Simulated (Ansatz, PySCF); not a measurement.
Si(H)(Me)(OMe)(NH2) (C2H9NOSi), SMILES CO[SiH](C)N. Atoms are numbered in the order given.

```xyz
14

Si     0.3737     0.0806    -0.4345
C      1.9388    -0.9214    -0.2748
N      0.5967     1.6718     0.2037
O     -0.7889    -0.8246     0.3685
C     -2.1151    -0.3998     0.5510
H     -0.0628     0.2876    -1.8479
H      1.7826    -1.9512    -0.6320
H      2.2530    -0.9787     0.7804
H      2.7577    -0.4667    -0.8535
H      0.0298     2.4524    -0.1095
H      0.9466     1.8244     1.1445
H     -2.6809    -0.3847    -0.4013
H     -2.6269    -1.0948     1.2363
H     -2.1686     0.6153     0.9904
```
Charge 0, spin multiplicity 1.

Geometry optimised at B3LYP-D3(BJ)/def2-SVP. One conformer was computed; it need not be the lowest.

Two levels are set side by side: PBE-D3(BJ)/def2-SVP (Ansatz, a first-principles code) and B3LYP-D3(BJ)/def2-SVP (Ansatz). Each level has its own optimised geometry; the coordinates shown are those of the second. Frequencies come from the Hessian of PySCF at each geometry. Differences are taken from unrounded values.

| quantity | B3LYP-D3(BJ) | PBE-D3(BJ) | PBE-D3(BJ) minus B3LYP-D3(BJ) |
|---|---|---|---|
| mean bond length (Å) | 1.294 | 1.303 | 0.009 |
| bond Si1–C2 (Å) | 1.865 | 1.870 | 0.005 |
| bond Si1–N3 (Å) | 1.729 | 1.740 | 0.011 |
| bond Si1–O4 (Å) | 1.678 | 1.693 | 0.016 |
| bond O4–C5 (Å) | 1.404 | 1.410 | 0.005 |
| bond Si1–H6 (Å) | 1.494 | 1.508 | 0.014 |
| bond C2–H7 (Å) | 1.101 | 1.108 | 0.007 |
| bond C2–H8 (Å) | 1.102 | 1.109 | 0.007 |
| bond C2–H9 (Å) | 1.101 | 1.108 | 0.007 |
| bond N3–H10 (Å) | 1.014 | 1.022 | 0.008 |
| bond N3–H11 (Å) | 1.015 | 1.023 | 0.008 |
| bond C5–H12 (Å) | 1.108 | 1.117 | 0.009 |
| bond C5–H13 (Å) | 1.102 | 1.110 | 0.008 |
| bond C5–H14 (Å) | 1.107 | 1.117 | 0.009 |
| highest harmonic wavenumber (cm⁻¹) | 3669 | 3593 | -76 |
| mean harmonic wavenumber (cm⁻¹) | 1383 | 1348 | -35 |
| zero-point energy (kcal/mol) | 71.17 | 69.35 | -1.82 |

GGA bonds tend to be longer and softer than those of functionals with exact exchange. Differences between two approximate levels are no errors against the true value.
